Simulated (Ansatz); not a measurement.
Molecule: CsBr, charge 0, multiplicity 1. 
Structure (B3LYP-D3(BJ)/def2-TZVP (Ansatz, a quantum-chemistry and plane-wave program) minimum search):
```xyz
2

Cs     0.0000     0.0000    -1.2201
Br     0.0000     0.0000     1.9173
```

Basis-set convergence of Hartree-Fock and CCSD(T) correlation energies (hartree) with Ansatz. Valence correlation only, unless marked. No spin-orbit coupling. Frozen are the shells of the preceding noble gas and the d and f shells that filled before the atom's block. The outer core of K, Ca and their heavier congeners is not correlated, a term that matters for these elements. Past Kr the def2 sets carry scalar-relativistic core potentials.

| basis | functions | E(HF) | E(corr, CCSD(T)) |
|---|---|---|---|
| def2-SVPD | 68 | -2592.05666 | -0.14715 |
| def2-TZVPPD | 96 | -2592.36911 | -0.19140 |
| def2-QZVPPD | 160 | -2592.41879 | -0.21226 |

Extrapolating the two largest sets (X = 3 and 4) as X^-3: E(corr) = (64·(-0.21226) - 27·(-0.19140))/37 = -0.2275 Eh, an estimate of the basis-set limit. The largest set recovers 93.3 % of it, the smallest 64.7 %.
